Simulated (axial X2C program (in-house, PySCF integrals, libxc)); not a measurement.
**Worked dissociation energy of HfF⁻: CCSD, scalar-relativistic**

Calculated with an axial X2C code built on PySCF integrals. Spin-free means the one-electron spin-free X2C Hamiltonian. Basis: Hf dyall-acv3z [14s15p10d7f4g], F dyall-av3z [7s6p3d2f] (cores contracted in-house); Gaussian nuclei, density fitting, unrestricted open shells. Masses: Hf 179.947 u, F 18.998 u.

Molecular state: M_S = 1, Λ = 0 (beyond evenly filled blocks: δ+α, δ-α).

Correlated methods: 12 electrons correlated (number of frozen shells: Hf 5 s, 4 p, 2 d, 1 f; F 1 s), 332 virtual spin orbitals or spinors in MP2, 90 natural virtuals in coupled cluster.

- E(Hf) (2M_S = 2, M_L = 2): -15073.654238 hartree
- E(F-) (2M_S = 0, M_L = 0): -99.841205 hartree
- E(HfF⁻) at Re: -15173.628615 hartree
- ωe: 553.2 cm⁻¹
- ωexe: 2.84 cm⁻¹

Q: Work out De and D0.

A: De = -15073.654238 + (-99.841205) − (-15173.628615) = 0.13317 hartree = 3.624 eV. The zero-point energy is ωe/2 − ωexe/4 = 276 cm⁻¹ = 0.034 eV, so D0 = 3.590 eV.

One determinant describes the state; a PBE0 search over occupations chose it and may have missed a lower one. De is counted from the lowest determinant-based energies of the atoms at the same level, without counterpoise correction. CCSD ran in a truncated set of natural virtual spinors with an MP2 remainder; without triples it tends to underbind. Other states lie close and PBE0, whose exact exchange favours high spin, may order them wrongly; the determinant shown need not be the ground state. The nearest other spin-free determinant of the search, M_S = 1, Λ = 3, lies 0.04 eV up at the distance of the search. The outer-core s and p shells of the metal are frozen in the correlated rows, which leaves out core–valence correlation; for alkali and alkaline-earth bonds that tends to lengthen them. The determinant is spin-polarised beyond a pure state at some levels (its spin-free form has ⟨S²⟩ too high), which makes Re and μ there less reliable. The T1 diagnostic is large, a sign of multireference character. With the outer-core shells frozen, correlated bond lengths of heavy atoms tend to come out a few hundredths of an ångström too long. With spin–orbit coupling the lowest determinant has another configuration, so this spin-free state is a model.

Each atomic determinant is the lowest at this level and need not be a pure term. Totals compare only within one Hamiltonian and basis.
